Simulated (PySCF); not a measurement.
Isomers of C3H7FSi, mass 90.030 u with the commonest isotopes. Computed with PBE0-D3(BJ)/def2-SVP geometry optimisation, gas phase in PySCF 2.14.0. One conformer each, none proved a minimum here; rigid rotors.

Question: Order these by radius of gyration √(Σ m r²/M), largest first.
A. `FC1([SiH3])CC1`
B. `C(=C/[SiH3])(/C)F`
C. `[F:1][CH2:2][SiH:3]1[CH2:4][CH2:5]1` with F1–C2–Si3–C4 28°

Answer: B (1.818 Å), C (1.610 Å), A (1.577 Å).

Question: Order these by rotational constant A, smallest first.
A. `C1([SiH3])(F)CC1`
B. `C/C(F)=C\[SiH3]`
C. `[F:1][CH2:2][SiH:3]1[CH2:4][CH2:5]1` with F1–C2–Si3–C4 28°

Answer: A (5831 MHz), C (6859 MHz), B (8334 MHz).

Question: Order these by rotational constant B, smallest first.
A. `[F:1][CH2:2][SiH:3]1[CH2:4][CH2:5]1` with F1–C2–Si3–C4 28°
B. `C/C(F)=C\[SiH3]`
C. `FC1(CC1)[SiH3]`

Answer: B (2094 MHz), A (2775 MHz), C (3155 MHz).

```csv
SMILES,point group,Ia (u·Å²),Ib (u·Å²),Ic (u·Å²),κ,μa (D),μb (D),μc (D)
FC[SiH]1CC1,Cs,73.68,182.13,211.17,-0.83,0.04,1.45,0.00
FC1([SiH3])CC1,Cs,86.67,160.19,200.86,-0.61,0.25,1.44,0.00
C/C(F)=C\[SiH3],near Cs,60.64,241.30,292.92,-0.89,0.11,1.09,0.01
```
